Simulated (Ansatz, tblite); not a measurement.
Cost and result up the ladder for the cluster K₂F₂ (4 atoms). Total charge 0; singlet. Geometry: PBE0-D4/def2-TZVP.

| atom | x (Å) | y (Å) | z (Å) |
| --- | --- | --- | --- |
| K1 | 0.7838 | -1.4989 | -0.4187 |
| K2 | -0.7840 | 1.4988 | 0.4186 |
| F3 | 0.0070 | 0.4388 | -1.5581 |
| F4 | -0.0067 | -0.4387 | 1.5581 |

Ansatz on 4 threads of Arm Neoverse V2 on a shared host; xTB runs through tblite on one thread. Times are rough, summed over both states, and most runs start from the orbitals of an earlier one. B2PLYP/def2-TZVP serves as the yardstick here, not as an exact answer. The other state is a triplet at its own geometry.

The xTB rows come from tblite. LC-ωPBE has ω = 0.4 bohr⁻¹. Correlated methods freeze 12 core orbitals; core or outer-core shells of K are correlated, in sets that lack core-valence functions. In the triplet, F3 and F4 lie 1.96 Å apart (atoms count from 1), so these atoms are partly bonded to each other. The structure comes from a short search, and lower isomers may exist.

Run but left out: HF/STO-3G (triplet: ⟨S²⟩ 2.32, where a pure state has 2.00); HF/def2-TZVPP, MP2/def2-TZVPP, CCSD/def2-TZVPP, CCSD(T)/def2-TZVPP (flagged by the program: other roots).

Correlated methods converge slowly with the basis.

xTB has no spin-polarisation term.

| level | functions | triplet − singlet (eV) | difference from B2PLYP/def2-TZVP (eV) |
| --- | --- | --- | --- |
| MP2/def2-TZVP | 128 | 5.99 | 0.99 |
| r2SCAN-D4/def2-TZVP | 128 | 4.59 | -0.41 |
| LC-ωPBE/def2-TZVP | 128 | 5.34 | 0.34 |
| r2SCANh-D4/def2-TZVP | 128 | 4.69 | -0.31 |
| PBE-D4/def2-TZVP | 128 | 4.36 | -0.64 |
| PBE0-D4/def2-TZVP | 128 | 4.68 | -0.32 |
| B2PLYP/def2-TZVP | 128 | 5.00 | 0.00 |
| GFN2-xTB | 16 | 3.99 | -1.01 |
| LDA (SPW92)/def2-TZVP | 128 | 4.66 | -0.34 |
| GFN1-xTB | 16 | 4.99 | -0.01 |
| RPA@PBE/def2-TZVP | 128 | 4.15 | -0.85 |
| r2SCAN0-D4/def2-TZVP (with forces) | 128 | 4.83 | -0.17 |

Estimate how long each takes.

GFN1-xTB 0.003 s; GFN2-xTB 0.003 s; LDA (SPW92)/def2-TZVP 1.5 s; PBE-D4/def2-TZVP 2.8 s; MP2/def2-TZVP 2.8 s; RPA@PBE/def2-TZVP 4.9 s; B2PLYP/def2-TZVP 5.8 s; PBE0-D4/def2-TZVP 6.9 s; r2SCAN-D4/def2-TZVP 7.5 s; LC-ωPBE/def2-TZVP 7.8 s; r2SCANh-D4/def2-TZVP 8.1 s; r2SCAN0-D4/def2-TZVP (with forces) 8.7 s. On shared hardware such times vary by a factor of up to 3.
